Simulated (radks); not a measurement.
Correlation energies from several functionals, in hartree. Species: O4+ [He] 2s2; Ba8+ [Kr] 4d10 5s2; Nd30+ [Ar] 3d10 4s2; Au [Xe] 4f14 5d10 6s1. All-electron calculation, non-relativistic Kohn-Sham, exchange-only PBE, spin-polarised, spherical densities, point nucleus. Program: a radial shooting solver on a logarithmic mesh with Libxc functionals. Every spin shell is full or empty, so the densities are truly spherical. Functionals are evaluated on that one density, not self-consistently.

PW92: O4+ -0.30761; Ba8+ -4.9583; Nd30+ -3.5617; Au -8.2013
VWN5: O4+ -0.30903; Ba8+ -4.9797; Nd30+ -3.5750; Au -8.2349
PZ: O4+ -0.30705; Ba8+ -4.9593; Nd30+ -3.5701; Au -8.2074
Chachiyo: O4+ -0.30168; Ba8+ -4.9007; Nd30+ -3.5335; Au -8.1104
PBEsol: O4+ -0.12458; Ba8+ -3.0755; Nd30+ -1.9407; Au -5.4060
LYP: O4+ -0.12397; Ba8+ -2.5698; Nd30+ -1.6694; Au -4.2819
AM05: O4+ -0.26988; Ba8+ -4.6292; Nd30+ -3.3049; Au -7.7262
OP (B88): O4+ -0.13389; Ba8+ -2.5075; Nd30+ -1.6331; Au -4.1957
TPSS: O4+ -0.10251; Ba8+ -2.7214; Nd30+ -1.6883; Au -4.8262
SCAN: O4+ -0.10276; Ba8+ -2.7126; Nd30+ -1.7006; Au -4.8719
Tao-Mo: O4+ -0.079075; Ba8+ -2.6345; Nd30+ -1.6246; Au -4.7206
